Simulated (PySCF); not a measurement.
## Xe⁺ (xenon, charge +1) across methods

[Kr] 4d10 5s2 5p4 6s1, high-spin 4P determinant (an excited configuration). All numbers are calculated (PySCF 2.14, scalar relativity by spin-free X2C-1e, in x2c-QZVPPall with one added diffuse shell each of s, p, d, f type (14s10p8d5f1g, 128 functions)).

```json
{"method": "r2SCAN0", "E (hartree)": "-7445.64", "mean ε 5p α (eV)": "-23.020", "mean ε 5p β (eV)": "-21.113", "mean ε 6s α (eV)": "-7.896", "Σ⟨r²⟩ (bohr²)": "66.23", "⟨S²⟩": "3.755"}
{"method": "LDA", "E (hartree)": "-7438.99", "mean ε 5p α (eV)": "-21.242", "mean ε 5p β (eV)": "-19.684", "mean ε 6s α (eV)": "-7.590", "Σ⟨r²⟩ (bohr²)": "65.61", "⟨S²⟩": "3.751"}
{"method": "BP86", "E (hartree)": "-7446.51", "mean ε 5p α (eV)": "-21.176", "mean ε 5p β (eV)": "-19.639", "mean ε 6s α (eV)": "-7.560", "Σ⟨r²⟩ (bohr²)": "65.42", "⟨S²⟩": "3.752"}
{"method": "UHF", "E (hartree)": "-7442.73185", "mean ε 5p α (eV)": "-26.336", "mean ε 5p β (eV)": "-23.990", "mean ε 6s α (eV)": "-8.941", "Σ⟨r²⟩ (bohr²)": "68.62", "⟨S²⟩": "3.760"}
{"method": "r2SCAN", "E (hartree)": "-7445.66", "mean ε 5p α (eV)": "-21.647", "mean ε 5p β (eV)": "-19.826", "mean ε 6s α (eV)": "-7.380", "Σ⟨r²⟩ (bohr²)": "65.85", "⟨S²⟩": "3.755"}
{"method": "B3LYP", "E (hartree)": "-7445.75", "mean ε 5p α (eV)": "-22.228", "mean ε 5p β (eV)": "-20.666", "mean ε 6s α (eV)": "-7.803", "Σ⟨r²⟩ (bohr²)": "66.30", "⟨S²⟩": "3.752"}
{"method": "PBE0", "E (hartree)": "-7445.32", "mean ε 5p α (eV)": "-22.631", "mean ε 5p β (eV)": "-20.845", "mean ε 6s α (eV)": "-7.894", "Σ⟨r²⟩ (bohr²)": "66.05", "⟨S²⟩": "3.753"}
{"method": "PBE", "E (hartree)": "-7445.24", "mean ε 5p α (eV)": "-21.105", "mean ε 5p β (eV)": "-19.467", "mean ε 6s α (eV)": "-7.412", "Σ⟨r²⟩ (bohr²)": "65.74", "⟨S²⟩": "3.753"}
```

The outer electron is Rydberg-like, and this basis confines it to a smaller radius and binds it less than a complete one would.
